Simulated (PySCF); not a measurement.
# Working out the excitation energy of N²⁺

N²⁺ [He] 2s2 2p1 (2P) → N²⁺ [He] 2s1 2p2 (4P). Calculation: PySCF 2.14, in ANO-R3; the spin-free X2C one-electron Hamiltonian (Gaussian nucleus). Frozen: nothing. Energies in hartree (1 hartree = 27.21139 eV):

| part | N²⁺ (lower) | N²⁺ (upper) |
| --- | --- | --- |
| UHF | -52.849369 | -52.659440 |
| MP2 opposite-spin | -0.061670 | -0.007639 |
| MP2 same-spin | -0.005495 | -0.014193 |

Question: What does Hartree-Fock give?

Answer: (-52.659440) − (-52.849369) = 0.189929 hartree = 5.168 eV.

Question: What do MP2 and SCS-MP2 (6/5 opposite-spin, 1/3 same-spin) give?

Answer: The opposite-spin parts differ by 1.470 eV and the same-spin parts by -0.237 eV. MP2: 5.168 + (1.470) + (-0.237) = 6.401 eV. SCS-MP2: 5.168 + 1.2 × (1.470) + (-0.237)/3 = 6.853 eV.
